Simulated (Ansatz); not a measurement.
System: sum formula Si$_{2}$N$_{2}$H$_{7}$, net charge 0, doublet state. It need not be the lowest isomer of its formula. 
Structure (B3LYP-D3(BJ)/def2-TZVP (Ansatz, a program for electronic structure) minimum search):
SMILES: [NH][SiH2][SiH2]N
```xyz
11

N      0.6534     1.9891    -0.4736
Si     0.9699     0.3504    -0.8983
Si    -0.2128    -0.9018     0.7593
N     -1.9226    -0.6830     0.7734
H     -0.2011     2.3794    -0.8733
H      2.4202     0.0682    -0.7690
H      0.5069    -0.0978    -2.2441
H      0.3216    -0.5216     2.0863
H      0.0571    -2.3357     0.4818
H     -2.3236     0.1777     1.1118
H     -2.4966    -1.0936     0.0539
```
Charge 0, spin multiplicity 2.

Dipole moments at this geometry, in debye (magnitudes).

| level | program | dipole (D) |
|---|---|---|
| SVWN5/def2-TZVPD | Ansatz | 2.96 |
| PBE/def2-TZVPD | Ansatz | 2.75 |
| BLYP/def2-TZVPD | Ansatz | 2.73 |
| r2SCAN/def2-TZVPD | Ansatz | 2.57 |
| B97M-V/def2-TZVPD | Ansatz | 2.56 |
| B3LYP/def2-TZVPD | Ansatz | 2.48 |
| PBE0/def2-TZVPD | Ansatz | 2.45 |
| BHLYP/def2-TZVPD | Ansatz | 2.34 |
| r2SCANh/def2-TZVPD | Ansatz | 2.49 |
| HSE06/def2-TZVPD | Ansatz | 2.46 |
| CAM-B3LYP/def2-TZVPD | Ansatz | 2.40 |
| wB97M-V/def2-TZVPD | Ansatz | 2.41 |
| wB97X-V/def2-TZVPD | Ansatz | 2.38 |
| CCSD(T)/aug-cc-pV(D+d)Z | Ansatz | 2.36 |
